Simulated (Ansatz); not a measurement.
HF4OW (SMILES [OH][W+]([F])([F])([F])[F]), charge +1, singlet, geometry from GFN2-xTB (such geometries of metal compounds can be far from the true shape) (the multiplicity is a formal guess) (core potentials on W); CAM-B3LYP/def2-SVP (Ansatz, a quantum-chemistry and plane-wave program).

Ansatz was given this input:
Ansatz 0.2 input:
```yaml
crystal:
  periodic: [false, false, false]
  atoms:
    - {symbol: W, position_ang: [0.00517043, 0.01064127, 0.00015456]}
    - {symbol: F, position_ang: [1.57163266, -0.84182049, -0.33845170]}
    - {symbol: F, position_ang: [-0.58071913, 0.17421454, 1.71045465]}
    - {symbol: F, position_ang: [-1.08889765, 0.46594466, -1.37493200]}
    - {symbol: F, position_ang: [-0.77847316, -1.60217707, -0.02327098]}
    - {symbol: O, position_ang: [0.78657628, 1.61885412, 0.02351321]}
    - {symbol: H, position_ang: [1.21289358, 2.49625856, 0.03625716]}
basis:
  gaussian:
    orbitals: def2-SVP
    fitting: {mean_field: def2-universal-JKFIT}
hamiltonian:
  xc: cam_b3lyp
total_charge: 1
```

What the program printed (banner, timings and long lists left out):

```
Functional definition: CAM-B3LYP
630 factors; integrals over basis functions are off by at most 1.6e-1 eV
630 factors; integrals over basis functions are off by at most 2.3e-6 eV
mean field evaluation 1: about -14717.9037 eV, gradient 1.1e2 eV
mean field evaluation 2: about -14626.6173 eV, gradient 2.6e2 eV
mean field evaluation 4: about -14738.5399 eV, gradient 1.5e1 eV
mean field evaluation 8: about -14738.9393 eV, gradient 2.5e-1 eV
mean field evaluation 16: about -14738.9394 eV, gradient 6.6e-5 eV
mean field -14738.93941277 eV, -541.6460330073 hartree, gradient 6.6e-5 eV, S^2 0.000000; 0 other end points of the search recorded, 0 dependent functions left out
reference -14738.93956068 eV, -541.6460384429 hartree; 29, 29 occupied and 78, 78 virtual orbitals, 630 factors
Total energy: -14738.93956068 eV, -541.6460384429 hartree
```
